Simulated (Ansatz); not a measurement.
C₂H₄FNOSi (`OC1(F)C=N[SiH2]1`). Charge 0, multiplicity 1. Geometry: relaxed with PBE0-D4/def2-TZVP. It is one conformer, not always the lowest.

```xyz
10

O    -0.948    0.592   -1.389
C    -0.543   -0.195   -0.344
F    -1.376   -1.296   -0.235
C    -0.384    0.498    1.009
N     0.837    0.491    1.385
Si    1.345   -0.432   -0.063
H    -1.836    0.929   -1.210
H    -1.203    0.952    1.584
H     1.814   -1.809    0.226
H     2.293    0.270   -0.962
```

(1) What is the dipole moment at ωB97M-V/def2-TZVPP? (Best estimate.)

(2) And with PBE, r2SCAN, B3LYP? (Best estimate.)

(3) Give the Mulliken charges with ωB97M-V, r2SCAN, B3LYP in def2-TZVPP. (Estimate.)

## Answers

(1) Computed: 1.20 D, with components (-0.87, 0.62, -0.54) D in this frame, pointing from negative to positive charge.

(2) Computed: PBE 1.32 D, r2SCAN 1.30 D, B3LYP 1.21 D.

(3) Computed: 
| atom | ωB97M-V | r2SCAN | B3LYP |
| --- | --- | --- | --- |
| O1 | -0.29 | -0.32 | -0.30 |
| C2 | 0.18 | 0.22 | 0.24 |
| F3 | -0.21 | -0.22 | -0.23 |
| C4 | 0.04 | 0.10 | 0.01 |
| N5 | -0.32 | -0.37 | -0.31 |
| Si6 | 0.37 | 0.47 | 0.44 |
| H7 | 0.18 | 0.20 | 0.19 |
| H8 | 0.11 | 0.06 | 0.10 |
| H9 | -0.02 | -0.07 | -0.06 |
| H10 | -0.02 | -0.07 | -0.07 |

B3LYP here is the variant with VWN-RPA as its local correlation; programs differ in this.
